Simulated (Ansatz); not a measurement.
**What each rung costs, and what it gives**

Saddle point of GeH₅Br, singlet (GeH₄ + HBr → GeH₃Br ([GeH3][Br]) + H₂; bonds formed: Ge1–Br7, H2–H6; bonds broken: Ge1–H2, H6–Br7), PBE0-D4/def2-TZVP structure:

```tsv
atom	x (Å)	y (Å)	z (Å)
Ge1	-0.6090	-0.1998	0.0021
H2	1.1195	-0.7954	0.1820
H3	-1.0094	0.1409	-1.4255
H4	-1.1396	0.5637	1.2061
H5	-0.8387	-1.7176	0.2347
H6	1.3085	0.0482	0.0568
Br7	1.1687	1.9600	-0.2562
```

Barriers are electronic and count from the start structure reached by relaxing down the imaginary mode.

Ansatz 0.2.0; basis: as named in each row; cores frozen in the correlated methods. Filled d shells of the heavier atoms are correlated. The def2 sets are not built for correlating such inner shells, so the correlated values are less sure here. B3LYP uses VWN-RPA correlation. Extrapolation: Hartree–Fock as exp(−7.88 √X), correlation as X^−2.97.

Times are rough, for one single point on 4 threads of a shared host (Arm Neoverse V1).

The estimate by CCSD(T) at an estimated basis limit (MP2 extrapolated from triple and quadruple zeta, plus CCSD(T) − MP2 in triple zeta) is 1.788 eV.

```
      method       basis  time (s)  barrier (eV)  method less estimate
          HF      STO-3G   under 1         4.088                 2.299
      PBE-D4      STO-3G   under 1         3.081                 1.293
       SPW92    def2-SVP   under 1         1.365                -0.423
      PBE-D4    def2-SVP   under 1         1.525                -0.263
    B3LYP-D4       6-31G   under 1         1.769                -0.019
       SPW92  def2-TZVPP   under 1         1.299                -0.489
     PBE0-D4    def2-SVP   under 1         1.673                -0.115
      PBE-D4  def2-TZVPP         1         1.442                -0.346
     BLYP-D4  def2-TZVPP         1         1.558                -0.230
    BHLYP-D4  def2-TZVPP         2         1.786                -0.003
     PBE0-D4  def2-TZVPP         2         1.573                -0.215
    B3LYP-D4  def2-TZVPP         2         1.660                -0.129
  RPA on PBE  def2-TZVPP         2         1.912                 0.124
CAM-B3LYP-D4  def2-TZVPP         3         1.791                 0.003
     CCSD(T)    def2-SVP         3         2.126                 0.338
   r2SCAN-D4  def2-TZVPP         3         1.550                -0.238
      B2PLYP  def2-TZVPP         3         1.763                -0.025
    PBE-QIDH  def2-TZVPP         3         1.710                -0.078
  r2SCAN0-D4  def2-TZVPP         4         1.632                -0.156
     wB97M-V    def2-SVP         4         1.830                 0.042
     wB97X-V  def2-TZVPP         5         1.783                -0.005
      B97M-V  def2-TZVPP         6         1.752                -0.036
     wB97M-V  def2-TZVPP         6         1.729                -0.059
         MP2  def2-QZVPP        12         1.750                -0.038
     CCSD(T)  def2-TZVPP        40         1.867                 0.079
```

All methods are single points on the PBE0-D4 structures.

No T1 diagnostic of these runs exceeds 0.011.

Labels in which every atom is bracketed show which atoms are joined, not bond orders.
